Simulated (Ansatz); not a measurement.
A CCSD(T) single point on CH₆AlNOSi.

```yaml
crystal:
  periodic: [false, false, false]
  atoms:
    - {symbol: N, position_ang: [-0.222369, 0.768540, 1.391006]}
    - {symbol: C, position_ang: [-0.550023, -0.716758, 1.564053]}
    - {symbol: Al, position_ang: [0.167709, -0.389194, -0.197519]}
    - {symbol: O, position_ang: [-0.636252, 0.004251, -1.706925]}
    - {symbol: Si, position_ang: [0.923980, -0.128953, -2.321826]}
    - {symbol: H, position_ang: [0.446405, 1.125573, 2.059578]}
    - {symbol: H, position_ang: [-1.040873, 1.363323, 1.397661]}
    - {symbol: H, position_ang: [-1.609534, -0.863411, 1.760236]}
    - {symbol: H, position_ang: [0.041910, -1.148527, 2.366703]}
    - {symbol: H, position_ang: [1.450514, 1.124859, -2.940571]}
    - {symbol: H, position_ang: [1.093833, -1.196604, -3.351796]}
basis:
  gaussian: {orbitals: def2-TZVPP}
correlation: {method: ccsd_t}
```

```sh
$ ansatz run in.yaml --threads 4 --pin off --events-out ev --progress --plain --max-ram 10444MiB
```

Log, shortened:

```
Functional definition: HF
1536 factors; integrals over basis functions are off by at most 1.1e-3 eV
mean field evaluation 1: about -19085.8711 eV, gradient 5.4e1 eV
mean field evaluation 2: about -19086.1947 eV, gradient 5.4e1 eV
mean field evaluation 4: about -19092.4858 eV, gradient 5.4e0 eV
mean field evaluation 8: about -19092.6181 eV, gradient 6.5e-1 eV
mean field -19092.61988834 eV, -701.6408394539 hartree, gradient 5.1e-6 eV, S^2 0.000000; 0 other end points of the search recorded, 0 dependent functions left out
13 core orbitals not correlated: weight in the atoms' cores, before any rotation towards them, 1.000 or more for the frozen orbitals, at most 0.000 for the correlated occupied ones
reference -19092.61988834 eV, -701.6408394539 hartree; 14, 14 occupied and 234, 234 virtual orbitals, 1536 factors
second order -22.25538283 eV of doubles, -0.00000000 eV of singles
cycle   1  -22.56838309 eV  change   -3.1e-1 eV  update   1.1e-1
cycle   2  -23.14492397 eV  change   -5.8e-1 eV  update   3.7e-2
cycle   3  -23.30101861 eV  change   -1.6e-1 eV  update   1.9e-2
cycle   4  -23.28869598 eV  change    1.2e-2 eV  update   4.5e-3
cycle   5  -23.28672020 eV  change    2.0e-3 eV  update   2.1e-3
cycle   6  -23.28766385 eV  change   -9.4e-4 eV  update   7.0e-4
cycle   7  -23.28734590 eV  change    3.2e-4 eV  update   3.3e-4
cycle   8  -23.28722722 eV  change    1.2e-4 eV  update   1.1e-4
cycle   9  -23.28728095 eV  change   -5.4e-5 eV  update   4.4e-5
cycle  10  -23.28728854 eV  change   -7.6e-6 eV  update   1.6e-5
perturbative correction -0.95884328 eV, -0.0352368405 hartree
Total energy: -19116.86602015 eV, -702.5318683634 hartree
```

Hardware: 4 threads of an Arm Neoverse V1 on a shared host. Wall time 2.3 min, peak host memory 5.9 GiB.

MP2 recovers 91.8 % of the CCSD(T) correlation energy and the triples give 4.0 %; T1 = 0.0131.
